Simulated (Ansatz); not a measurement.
**Question.** Predict a relaxed structure of Ga(PH3)F3 (GaPH₃F₃), charge 0, singlet, at PBE0-D4/def2-SVP (Ansatz).

**Answer.** 
```xyz
8

F    -1.8909    0.8487   -1.2220
F     0.8140    2.0817   -0.8952
F    -0.9242    1.6330    1.4976
Ga   -0.5474    1.2496   -0.1705
P     0.4450   -1.0139    0.1365
H     0.8207   -1.7204   -1.0289
H    -0.3530   -1.9815    0.7886
H     1.6359   -1.0973    0.8937
```
 This is one stationary point.
